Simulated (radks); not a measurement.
Q: The tantalum ion Ta3+, configuration [Xe] 4f14 5d1 6p1 (not the ground configuration). Method: Dirac Kohn-Sham, BLYP, spin-unpolarised, spherical densities, finite nucleus; open shells fill j = l - 1/2 first; Fermi nuclear charge, rms radius 5.3507 fm; computed with a radial shooting solver on a logarithmic mesh with Libxc functionals. Some entries of the table are withheld. Estimate them.

orbital  occ.  eigenvalue (hartree)  r(max) (bohr)
1s1/2       2             -2472.994        0.01168
2s1/2       2             -425.6229        0.06705
2p1/2       2             -406.9194            (1)
2p3/2       4             -360.2281            (2)
3s1/2       2             -98.40511         0.1889
3p1/2       2                   (3)         0.1770
3p3/2       4                   (4)         0.1908
3d3/2       4             -65.91371         0.1496
3d5/2       6             -63.72397         0.1535
4s1/2       2                   (5)         0.4293
4p1/2       2             -17.56142         0.4294
4p3/2       4             -15.24589         0.4587
4d3/2       4              -9.58862         0.4563
4d5/2       6              -9.16333         0.4656
5s1/2       2              -3.85420         0.9874
5p1/2       2              -2.84579          1.061
5p3/2       4              -2.51156          1.143
4f5/2       6                   (6)         0.4385
4f7/2       8                   (7)         0.4436
5d3/2       1              -1.20068          1.456
5d5/2       0              -1.16830          1.493
6p1/2       1              -0.83975          2.767
6p3/2       0              -0.78647          2.954

A: 
(1) 2p1/2 r(max) (bohr): 0.04992
(2) 2p3/2 r(max) (bohr): 0.05665
(3) 3p1/2 eigenvalue (hartree): -90.07178
(4) 3p3/2 eigenvalue (hartree): -80.02049
(5) 4s1/2 eigenvalue (hartree): -20.99964
(6) 4f5/2 eigenvalue (hartree): -2.13230
(7) 4f7/2 eigenvalue (hartree): -2.05920
